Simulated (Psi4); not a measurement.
Interaction energy of C2H6O ··· CHN (SMILES COC and C#N). Monomers: optimised at B3LYP-D3(BJ) (def2-TZVP), held rigid. Orientation: a random orientation, not optimised. R is the distance of the centres of mass, along which the second monomer moves.

Geometry at R = 4.39 Å (first 9 atoms: monomer A):
```
12

C      1.1521    -0.0275    -0.2170
O      0.1679     0.4805     0.6544
C     -1.1334     0.0809     0.2898
H      2.1180     0.3291     0.1374
H      1.1556    -1.1258    -0.2223
H      0.9967     0.3228    -1.2463
H     -1.3959     0.4366    -0.7156
H     -1.2378    -1.0123     0.3080
H     -1.8232     0.5156     1.0116
C     -1.9740     0.1560    -3.4673
N     -3.0845     0.1345    -3.1842
H     -0.9405     0.1760    -3.7308
```

- HF/aug-cc-pVDZ, counterpoise-corrected (Psi4)
- SAPT0/jun-cc-pVDZ, frozen core (Psi4)

Interaction energies in kJ/mol:

```tsv
R / Å	HF/aug-cc-pVDZ
3.77	23.51
3.95	14.01
4.23	6.31
4.39	4.06
4.56	2.60
4.80	1.49
5.11	0.86
5.35	0.65
5.86	0.47
6.60	0.37
7.56	0.28
8.87	0.19
```

Q: Predict the corresponding SAPT0/jun-cc-pVDZ column.

A: 3.77: 13.22; 3.95: 6.57; 4.23: 1.72; 4.39: 0.54; 4.56: -0.06; 4.80: -0.34; 5.11: -0.29; 5.35: -0.17; 5.86: 0.05; 6.60: 0.19; 7.56: 0.22; 8.87: 0.18 (kJ/mol).
